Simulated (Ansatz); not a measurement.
C5H8O2 (`CCC(=O)CC=O`), relaxed with RKS PBE-D4/def2-SVP in Ansatz 0.2.0 from a rough embedded geometry. The force threshold is 0.03 eV/Å; the program also tests the step.

Total charge 0; spin multiplicity 1.

Start:

```xyz
15

C    -0.651    1.777   -1.412
C     0.092    1.186   -0.287
C    -0.149   -0.313   -0.111
O    -0.771   -0.993   -0.875
C     0.657   -0.971    1.017
C     0.192   -2.359    1.296
O     0.117   -2.780    2.453
H    -1.747    1.575   -1.308
H    -0.521    2.862   -1.567
H    -0.419    1.307   -2.404
H    -0.204    1.701    0.631
H     1.183    1.368   -0.477
H     0.495   -0.363    1.892
H     1.689   -0.988    0.695
H     0.038   -3.008    0.457
```

```csv
step,energy (eV),largest force (eV/Å),largest move (Å)
1,-9390.8561,2.713,0.000
2,-9391.0095,2.235,0.180
3,-9391.1710,0.387,0.200
4,-9391.2187,0.195,0.100
5,-9391.2310,0.085,0.087
6,-9391.2392,0.090,0.104
7 (rejected),-9391.2317,0.421,0.196
8,-9391.2458,0.070,0.092
9 (rejected),-9391.2449,0.545,0.100
10,-9391.2504,0.054,0.049
11,-9391.2541,0.087,0.049
12,-9391.2579,0.129,0.072
13,-9391.2605,0.198,0.112
14,-9391.2627,0.143,0.029
15,-9391.2668,0.041,0.072
16,-9391.2676,0.057,0.046
17,-9391.2687,0.135,0.080
18 (rejected),-9391.2657,0.251,0.090
19,-9391.2698,0.044,0.019
20,-9391.2701,0.047,0.045
21,-9391.2704,0.051,0.044
22,-9391.2705,0.034,0.011
23,-9391.2706,0.020,0.024
```

End:

```xyz
15

C    -0.755    1.754   -1.402
C    -0.014    1.142   -0.220
C     0.168   -0.361   -0.325
O    -0.264   -1.022   -1.256
C     0.890   -1.049    0.839
C     0.006   -2.124    1.462
O    -0.145   -2.276    2.654
H    -1.762    1.306   -1.512
H    -0.870    2.849   -1.277
H    -0.213    1.565   -2.349
H    -0.535    1.338    0.746
H     0.995    1.593   -0.079
H     1.247   -0.359    1.627
H     1.762   -1.580    0.395
H    -0.510   -2.776    0.696
```

It took 37 s on 4 threads of an Arm Neoverse V2 on a shared host, with 0.18 GiB of host memory at the peak.
